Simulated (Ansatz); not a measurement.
Consider the hydrogenolysis of a C–Cl bond: `[SiH3]C1=CC1Cl` + H₂ → `[SiH3]C1=CC1` + HCl.

Gas-phase electronic energies from Ansatz, PBE0-D4/def2-TZVP geometries. CCSD(T)/CBS adds triple-zeta CCSD(T) − MP2 to the extrapolated MP2 energy (def2 sets, frozen cores). This one scheme is used for every species. DFT in def2-TZVPP.

Problem. Is it downhill or uphill in electronic energy at CCSD(T)/CBS, and by how much? (An estimate is asked.)

Solution. Computed: Downhill: ΔE = -58.6 kJ/mol.

Problem. What do these levels give: PBE0-D4, PBE, r2SCAN, CCSD(T)/def2-TZVPP, MP2/def2-QZVPP, SCS-MP2/def2-QZVPP? (An estimate is asked.)

Solution. The calculation gave: PBE0-D4 -55.4, PBE -53.5, r2SCAN -52.3, CCSD(T)/def2-TZVPP -62.9, MP2/def2-QZVPP -53.0, SCS-MP2/def2-QZVPP -57.4 kJ/mol.

Largest T1 diagnostic among the species: 0.011.

The D4 term adds +8.3 kJ/mol with B3LYP and +4.5 kJ/mol with PBE0; it sums over pairs of atoms, weighted by their polarisabilities, and B3LYP, whose exchange is more repulsive, gets the larger term. In def2-TZVPP, CCSD(T) changes the Hartree–Fock value by +13.2 kJ/mol (the triples alone add +5.6 kJ/mol) and MP2 by +20.5 kJ/mol.

B3LYP here is the variant with VWN-RPA as its local correlation; programs differ in this.
